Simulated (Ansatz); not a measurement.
The same path of BH3O + BrH (7 atoms, charge 0, multiplicity 1) was run 3 times with different band settings. Lost on the way: Br6–H7. Made: B1–Br6, O2–H7.

Level of theory: RKS PBE0-D4/def2-SVP in Ansatz 0.2.0.

Relaxed end points:

```xyz
7
Properties=species:S:1:pos:R:3
B -0.127 -0.494 -0.029
O -0.478 0.194 1.083
H -1.125 -0.253 1.640
H 0.682 0.028 -0.755
H -0.619 -1.578 -0.251
Br 0.721 3.229 1.882
H 0.193 1.929 1.570
```

```xyz
7
Properties=species:S:1:pos:R:3
B -0.001 0.359 0.058
O -0.154 -0.113 1.614
H -1.030 0.179 1.914
H 1.135 0.064 -0.230
H -0.909 -0.198 -0.511
Br -0.270 2.352 0.164
H 0.478 0.414 2.131
```

Common settings: movable images 9; climbing image yes; optimiser quadratic models (default); force threshold 0.05 eV/Å; iteration limit 60; end points relaxed.

| run | spring | start path |
| --- | --- | --- |
| 1 | 5.0 eV/Å² | through a guess of the saddle point |
| 2 | 5.0 eV/Å² | straight line |
| 3 | 2.0 to 10.0 eV/Å², energy-weighted | through a guess of the saddle point |

(1) What does each run give, and how far can it be trusted?

## Answers

(1) Run 1: converged after 17 iterations, highest image 0.750 eV above the first end. A vibrational analysis at the climbing image gives one clearly imaginary mode, 1005i cm⁻¹: a first-order saddle point.
Run 2: converged after 13 iterations, highest image 0.750 eV above the first end. Another band between the same ends (9 images) ends at a top of the same energy, where a vibrational analysis finds 1 clearly imaginary mode.
Run 3: converged after 10 iterations, highest image 0.750 eV above the first end. Another band between the same ends (9 images) ends at a top of the same energy, where a vibrational analysis finds 1 clearly imaginary mode.
The orbitals stay closed-shell, which can raise the energy where a bond breaks towards radicals; this wasn't checked here.
